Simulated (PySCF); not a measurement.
Species: C5H13O2P.
Atom-mapped SMILES: `[CH3:1][CH2:2][C@@H:3]([CH3:4])[P@@:5]([CH3:6])(=[O:7])[OH:8]` (hydrogens: H9, H10, H11 on C1; H12, H13 on C2; H14 on C3; H15, H16, H17 on C4; H18, H19, H20 on C6; H21 on O8)

The same species was optimised twice, with GFN2-xTB and with PBE0-D3(BJ)/def2-SVP (PySCF), and the same property calculations (PySCF, gas phase) were run on both structures.

```json
{"coordinate": "P5–C6 (Å)", "GFN2-xTB": "1.833", "PBE0-D3(BJ)/def2-SVP": "1.807", "change": "-0.026"}
{"coordinate": "P5=O7 (Å)", "GFN2-xTB": "1.470", "PBE0-D3(BJ)/def2-SVP": "1.494", "change": "+0.024"}
{"coordinate": "C3–P5 (Å)", "GFN2-xTB": "1.851", "PBE0-D3(BJ)/def2-SVP": "1.829", "change": "-0.022"}
{"coordinate": "P5–O8 (Å)", "GFN2-xTB": "1.620", "PBE0-D3(BJ)/def2-SVP": "1.639", "change": "+0.019"}
{"coordinate": "C2–C3 (Å)", "GFN2-xTB": "1.527", "PBE0-D3(BJ)/def2-SVP": "1.534", "change": "+0.007"}
{"coordinate": "C3–C4 (Å)", "GFN2-xTB": "1.523", "PBE0-D3(BJ)/def2-SVP": "1.526", "change": "+0.003"}
{"coordinate": "C1–C2 (Å)", "GFN2-xTB": "1.522", "PBE0-D3(BJ)/def2-SVP": "1.521", "change": "-0.001"}
{"coordinate": "O7–P5–O8 (°)", "GFN2-xTB": "109.8", "PBE0-D3(BJ)/def2-SVP": "112.4", "change": "+2.6"}
{"coordinate": "C1–C2–C3 (°)", "GFN2-xTB": "113.0", "PBE0-D3(BJ)/def2-SVP": "115.0", "change": "+2.0"}
{"coordinate": "C3–P5–O7 (°)", "GFN2-xTB": "116.8", "PBE0-D3(BJ)/def2-SVP": "115.4", "change": "-1.4"}
{"coordinate": "C4–C3–P5 (°)", "GFN2-xTB": "110.5", "PBE0-D3(BJ)/def2-SVP": "111.8", "change": "+1.3"}
{"coordinate": "C2–C3–C4 (°)", "GFN2-xTB": "111.3", "PBE0-D3(BJ)/def2-SVP": "112.4", "change": "+1.1"}
{"coordinate": "C6–P5–O8 (°)", "GFN2-xTB": "103.0", "PBE0-D3(BJ)/def2-SVP": "102.1", "change": "-0.9"}
{"coordinate": "C2–C3–P5 (°)", "GFN2-xTB": "111.7", "PBE0-D3(BJ)/def2-SVP": "112.4", "change": "+0.7"}
{"coordinate": "C3–P5–C6 (°)", "GFN2-xTB": "108.4", "PBE0-D3(BJ)/def2-SVP": "108.0", "change": "-0.4"}
{"coordinate": "C1–C2–C3–C4 (°)", "GFN2-xTB": "174", "PBE0-D3(BJ)/def2-SVP": "165", "change": "-9"}
{"coordinate": "C2–C3–P5–C6 (°)", "GFN2-xTB": "-61", "PBE0-D3(BJ)/def2-SVP": "-72", "change": "-11"}
```

Rotational constants: A = 2096, B = 1455, C = 1159 MHz (GFN2-xTB) against A = 2106, B = 1422, C = 1132 MHz (PBE0-D3(BJ)/def2-SVP). Point groups within 0.08 Å: C1 and C1.

On the GFN2-xTB structure: HOMO (eV) -7.58 [PBE0/pcSseg-1]; LUMO (eV) 1.05 [PBE0/pcSseg-1]; dipole (D) 2.59 [PBE0/pcSseg-1]; GIAO shielding of C1 (ppm) 171.1 [PBE0/pcSseg-1]; GIAO shielding of C2 (ppm) 156.9 [PBE0/pcSseg-1]; GIAO shielding of C3 (ppm) 141.9 [PBE0/pcSseg-1]; GIAO shielding of C4 (ppm) 168.3 [PBE0/pcSseg-1]; GIAO shielding of P5 (ppm) 269.4 [PBE0/pcSseg-1]; GIAO shielding of C6 (ppm) 173.6 [PBE0/pcSseg-1]; GIAO shielding of O7 (ppm) 170.7 [PBE0/pcSseg-1]; GIAO shielding of O8 (ppm) 222.4 [PBE0/pcSseg-1].

Q: What do these properties become on the PBE0-D3(BJ)/def2-SVP structure?

A: 
```
                                    property          level  on GFN2-xTB  on PBE0-D3(BJ)/def2-SVP  change
                                   HOMO (eV)  PBE0/pcSseg-1        -7.58                    -7.53   +0.05
                                   LUMO (eV)  PBE0/pcSseg-1         1.05                     1.01   -0.04
                                  dipole (D)  PBE0/pcSseg-1         2.59                     2.67   +0.08
energy, GFN2-xTB geometry as zero (kcal/mol)  PBE0/pcSseg-1          0.0                     -2.3    -2.3
                  GIAO shielding of C1 (ppm)  PBE0/pcSseg-1        171.1                    169.4    -1.7
                  GIAO shielding of C2 (ppm)  PBE0/pcSseg-1        156.9                    155.6    -1.3
                  GIAO shielding of C3 (ppm)  PBE0/pcSseg-1        141.9                    143.3    +1.4
                  GIAO shielding of C4 (ppm)  PBE0/pcSseg-1        168.3                    166.2    -2.1
                  GIAO shielding of P5 (ppm)  PBE0/pcSseg-1        269.4                    263.2    -6.2
                  GIAO shielding of C6 (ppm)  PBE0/pcSseg-1        173.6                    173.8    +0.2
                  GIAO shielding of O7 (ppm)  PBE0/pcSseg-1        170.7                    168.8    -1.9
                  GIAO shielding of O8 (ppm)  PBE0/pcSseg-1        222.4                    221.1    -1.3
```

The heavy atoms differ by 0.139 Å rms after alignment. Among bonds between heavy atoms P5–C6 changes most (-0.026 Å). Changes are differences of the printed values. Neither structure is proved a minimum here.

Conformer computed: `[CH3:1][CH2:2][C@@H:3]([CH3:4])[P@@:5]([CH3:6])(=[O:7])[OH:8]`: C1–C2–C3–C4 165°, C2–C3–P5–C6 -72°, H–O8–P5–C3 -119°.
